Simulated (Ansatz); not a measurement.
Species: C5H6BNO, SMILES `Bc1cccnc1O` (H–B–C–C torsion -180°, N–C–O–H torsion 0°) (charge 0, multiplicity 1).

Question: Give a relaxed geometry from B3LYP-D3(BJ)/def2-SVP run with Ansatz (a quantum-chemistry and plane-wave program).

Answer: Several could match; the one computed here: the end point of this relaxation, one of several conformers (outside a Z-matrix the atoms follow the SMILES, hydrogens last).
Z-matrix (Å, degrees):
```
C
C 1 1.4103
H 2 1.0933 1 118.42
C 2 1.3936 3 120.23 1 -179.98
H 4 1.0911 2 121.94 3 0.00
C 4 1.3977 5 120.62 2 -179.98
N 6 1.3344 4 123.51 5 -179.98
C 7 1.3318 6 118.31 4 -0.03
O 8 1.3374 7 116.02 6 179.96
H 9 0.9720 8 105.90 7 0.00
H 6 1.0963 7 116.11 8 179.97
B 1 1.5355 2 121.15 3 -0.09
H 12 1.2025 1 122.05 2 -179.77
H 12 1.2083 13 119.58 1 -179.95
```
